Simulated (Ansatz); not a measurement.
C₁₉H₁₅Br (relaxed from a model of trityl bromide, whose bonding it doesn't keep). The state is a triplet with charge 0. Geometry r2SCAN-D4/def2-SVP, that of the neutral singlet; atoms count from 1.

```csv
atom,x (Å),y (Å),z (Å)
Br1,-1.0886,-0.1524,-2.6839
C2,-3.6138,-0.5136,2.0087
C3,-2.4522,-1.2700,2.1662
C4,-1.3971,-1.1463,1.2538
C5,-1.4911,-0.2616,0.1686
C6,-0.3141,-0.0444,-0.7733
C7,0.7288,-1.1506,-0.6764
C8,0.4076,-2.4665,-1.0567
C9,1.3261,-3.5017,-0.8922
C10,2.5871,-3.2458,-0.3388
C11,2.9120,-1.9468,0.0528
C12,1.9910,-0.9054,-0.1138
C13,0.2946,1.3458,-0.6397
C14,1.1868,1.8278,-1.6147
C15,1.8186,3.0601,-1.4573
C16,1.5767,3.8375,-0.3178
C17,0.7025,3.3640,0.6611
C18,0.0653,2.1273,0.5033
C19,-2.6630,0.5038,0.0256
C20,-3.7129,0.3785,0.9334
H21,-4.4398,-0.6156,2.7190
H22,-2.3594,-1.9682,3.0036
H23,-0.4902,-1.7380,1.3981
H24,-0.5729,-2.6710,-1.4956
H25,1.0579,-4.5158,-1.2034
H26,3.3103,-4.0574,-0.2144
H27,3.8920,-1.7325,0.4898
H28,2.2583,0.1041,0.2069
H29,1.3757,1.2277,-2.5091
H30,2.5020,3.4191,-2.2327
H31,2.0691,4.8070,-0.1963
H32,0.5066,3.9588,1.5584
H33,-0.6082,1.7666,1.2842
H34,-2.7480,1.1974,-0.8156
H35,-4.6180,0.9782,0.7980
```

Single mean-field runs in def2-TZVP are fitted with def2-universal-jkfit. At PBE0-D4/def2-TZVP a singlet of charge 0 lies 3.82 eV below the triplet at the same geometry.

Question: Estimate the Mulliken populations of the heavy atoms from the PBE0/def2-TZVP orbitals of Ansatz.

Answer: 
```
atom  charge (e)  spin (α − β)
 Br1       -0.20          0.19
  C2       -0.11          0.01
  C3       -0.14          0.00
  C4       -0.13          0.02
  C5       -0.04         -0.01
  C6        0.49          0.03
  C7       -0.02          0.54
  C8       -0.25          0.62
  C9       -0.11         -0.23
 C10       -0.11          0.60
 C11       -0.11          0.49
 C12       -0.16         -0.19
 C13       -0.06          0.00
 C14       -0.21          0.01
 C15       -0.10          0.00
 C16       -0.11          0.00
 C17       -0.15          0.01
 C18       -0.14          0.00
 C19       -0.22          0.01
 C20       -0.10          0.00
```
Mulliken values depend strongly on the basis.

Question: Where does the spin sit?

Answer: Summed by element: Br 0.19, C 1.90, H -0.09, of 2 unpaired in all. Largest on single atoms: C8 0.62, C10 0.60, C7 0.54.

Question: And the Mayer bond orders between heavy atoms (over 0.3)?

Answer: Br1–C6 0.88 (2.06 Å); C2–C3 1.42 (1.40 Å); C2–C20 1.39 (1.40 Å); C3–C4 1.42 (1.40 Å); C4–C5 1.39 (1.40 Å); C5–C6 0.92 (1.52 Å); C5–C19 1.39 (1.41 Å); C6–C7 1.03 (1.52 Å); C6–C13 0.94 (1.52 Å); C7–C8 1.01 (1.41 Å); C7–C12 1.29 (1.40 Å); C8–C9 1.44 (1.39 Å); C9–C10 1.42 (1.40 Å); C10–C11 0.99 (1.40 Å); C11–C12 1.55 (1.40 Å); C13–C14 1.39 (1.41 Å); C13–C18 1.39 (1.40 Å); C14–C15 1.45 (1.39 Å); C15–C16 1.39 (1.40 Å); C16–C17 1.42 (1.40 Å); C17–C18 1.42 (1.40 Å); C19–C20 1.45 (1.39 Å).
